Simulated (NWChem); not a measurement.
Species: CH7FN2Si; SMILES NC[Si@H](N)F

```xyz
12

N      0.0729     2.3183    -0.0836
C      0.7496     1.0873     0.3885
Si     0.0116    -0.5032    -0.3087
N     -1.6213    -0.6297     0.2297
F      0.9503    -1.7577     0.1338
H      0.1842     2.4015    -1.0937
H     -0.9305     2.2288     0.0746
H      1.8160     1.1640     0.1427
H      0.7103     1.0754     1.4868
H     -0.0456    -0.5009    -1.7934
H     -2.2734    -1.2202    -0.2730
H     -1.8342    -0.6283     1.2211
```
Atoms are numbered in this order, from 1.

Coordinates come from a B3LYP/6-31G* (spherical d) optimisation.

List the 4 lowest vertical singlet excitations from PBE/6-31G* (spherical d), TDA (NWChem).


```
state  energy (eV)  oscillator strength  leading excitation (squared amplitude)
-----  -----------  -------------------  --------------------------------------
S1            5.61                0.001                      HOMO → LUMO (0.98)
S2            5.95                0.027                    HOMO → LUMO+1 (0.94)
S3            6.57                0.049                    HOMO → LUMO+2 (0.95)
S4            7.24                0.040                    HOMO−1 → LUMO (0.71)
```
